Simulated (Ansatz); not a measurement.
Coupled-cluster diagnostics for Mg2Te2, Ansatz.

Geometry of the singlet (r2SCAN-D4/def2-SVP):

```xyz
4

Mg   -1.660    0.162   -0.466
Mg   -0.013   -0.126    1.727
Te    0.946    1.396   -0.526
Te    0.728   -1.432   -0.735
```

In the def2 sets Te takes a core potential; there is no spin–orbit coupling. Correlated methods freeze 10 core orbitals; core or outer-core shells of Mg, Te are correlated, in sets that lack core-valence functions. Another isomer (singlet) lies 2.03 eV lower at PBE0-D4/def2-TZVP; other spin states weren't run for this one.

Q: Estimate the CCSD(T) correlation energy, the shares of MP2 and (T), T1 and the reference's ⟨S²⟩ for: charge 0, singlet, own geometry in def2-TZVPP; and the rough time on 4 threads of Arm Neoverse V1 on a shared host.

A: 
```tsv
state	basis	correlation (eV)	MP2 share (%)	(T) share (%)	T1	⟨S²⟩ (pure)	wall time	remarks
charge 0, singlet, own geometry	def2-TZVPP	-35.758	100.4	2.8	0.015	0.00 (0.00)	1.8 min	restricted SCF unstable
```
Customary marks for T1 are 0.02 (closed shells), 0.045 (open shells) and about 0.05 (3d metals). T1 stays under 0.02 throughout.
